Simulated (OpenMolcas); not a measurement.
Dy2+ among 8 point charges of -1 e arranged as a cube (Oh).

```
Program             : OpenMolcas 26.06
Method              : CASSCF
Basis               : ANO-RCC-VDZP [7s6p4d2f1g]
Scalar Hamiltonian  : DKH2, point nucleus
Active space        : 10 electrons in 7 orbitals (4f)
State averaging     : 2S+1 = 5 even, 35 roots (32 in the spin-orbit step); 2S+1 = 3 even, 106 roots kept (CI in the orbitals of an earlier block); 2S+1 = 1 even, 31 roots kept (CI in the orbitals of an earlier block)
Spin-orbit coupling : state interaction with AMFI integrals over the reference wave functions
```

All point charges move together. At R = 2.53 Å the width of the lowest J multiplet is 121 cm-1, and at R = 2.9 Å it is 60 cm-1.

Task: A third run gives 73 cm-1. What distance was it run at?

Result: With a power law R^-n the two known points give n = -ln(60 / 121) / ln(2.9 / 2.53) = 5.14. Then R = 2.53 × (121 / 73)^(1/5.14) = 2.791 Å. The run was at 2.79 Å, so the estimate is off by +0.001 Å.

High states are left out of the spin-orbit mixing, which shifts the levels that they would mix with. This is an electrostatic model: the charges have no orbitals. No measured value stands beside these numbers.
